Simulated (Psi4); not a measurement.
Psi4 input (wB97X-D/6-31G*):

```
memory 1500 MB

molecule {
0 2
Li    0.00000000    0.00000000    0.00000000
symmetry c1
no_reorient
no_com
}

set {
  basis 6-31G*
  reference uks
  scf_type pk
  dft_radial_points 99
  dft_spherical_points 590
  e_convergence 1e-8
  d_convergence 1e-7
  maxiter 150
}

e = energy('wb97x-d')
print_out(f'\nFINAL {e:.10f} DIPOLE {variable("CURRENT DIPOLE")[0]:.6f} {variable("CURRENT DIPOLE")[1]:.6f} {variable("CURRENT DIPOLE")[2]:.6f}\n')
```

What final total energy does it give?

-7.48962 Eh.
